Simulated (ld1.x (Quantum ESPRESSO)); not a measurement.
## u(r) = r·R(r): atom against pseudo-atom (iron (Fe))

Columns: radius, all-electron u(r) and pseudo u(r) of the 3p shell (level -61.65 eV) of iron in the configuration [Ne] 3s2 3p6 3d6 4s1 4p1; LDA (PZ), scalar-relativistic, TM scheme, ld1.x (Quantum ESPRESSO) 7.5.

| r (bohr) | all-electron | pseudo |
| --- | --- | --- |
| 0.055 | 0.2966 | -0.0165 |
| 0.110 | 0.5714 | -0.0651 |
| 0.165 | 0.5878 | -0.1436 |
| 0.220 | 0.4066 | -0.2482 |
| 0.275 | 0.1260 | -0.3738 |
| 0.330 | -0.1790 | -0.5136 |
| 0.385 | -0.4624 | -0.6591 |
| 0.440 | -0.7010 | -0.8008 |
| 0.495 | -0.8863 | -0.9283 |
| 0.550 | -1.0189 | -1.0326 |
| 0.605 | -1.1040 | -1.1070 |
| 0.660 | -1.1490 | -1.1493 |
| 0.715 | -1.1616 | -1.1617 |
| 0.770 | -1.1492 | -1.1492 |
| 0.825 | -1.1181 | -1.1181 |
| 0.880 | -1.0737 | -1.0737 |
| 0.935 | -1.0203 | -1.0203 |
| 0.990 | -0.9615 | -0.9615 |
| 1.045 | -0.8997 | -0.8997 |
| 1.100 | -0.8370 | -0.8370 |
| 1.155 | -0.7749 | -0.7749 |
| 1.210 | -0.7145 | -0.7145 |
| 1.265 | -0.6566 | -0.6566 |
| 1.320 | -0.6014 | -0.6014 |
| 1.375 | -0.5495 | -0.5495 |
| 1.430 | -0.5009 | -0.5009 |

(1) How many radial nodes do the two functions have?

(2) At about which radius was the pseudo-wave matched?

(3) Is the pseudo-wave norm-conserving?

Results:

(1) The all-electron 3p function has n − l − 1 = 1; the pseudo-wave has 0, since the states of the same l below it are removed with the core.

(2) 0.75 bohr. The columns agree to 0.0005 from 0.66 bohr on; several derivatives are matched, so the curves merge somewhat inside the radius.

(3) Yes: the TM scheme keeps the norm inside the radius equal to the all-electron one, which fixes the energy derivative of the logarithmic derivative at the level.
